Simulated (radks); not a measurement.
The numbers below are computed, except where a source is named.
The nuclear charge of the neon ion Ne+ is varied continuously with 9 electrons held in [He] 2s2 2p5. Level of theory: non-relativistic Kohn-Sham, r2SCAN, spin-polarised, spherical densities, point nucleus; open shells are filled with parallel spins first; meta-GGA in the generalised Kohn-Sham scheme (a radial shooting solver on a logarithmic mesh with Libxc functionals). By the Hellmann-Feynman theorem dE/dZ = E(electron-nucleus)/Z, the electronic potential at the nucleus.

Z	E (hartree)	E(electron-nucleus)/Z (hartree)	HOMO	e(HOMO) (eV)	<r> HOMO (bohr)
9	-99.70314	-26.5132	2p	-10.367	1.126
9.5	-113.43310	-28.4056	2p	-20.019	0.9932
10	-128.10789	-30.2929	2p	-31.536	0.8931
10.5	-143.72555	-32.1773	2p	-44.860	0.8135

The central difference of E at Z = 10 is -30.292 hartree, to compare with the third column; the second derivative is -3.77 hartree.
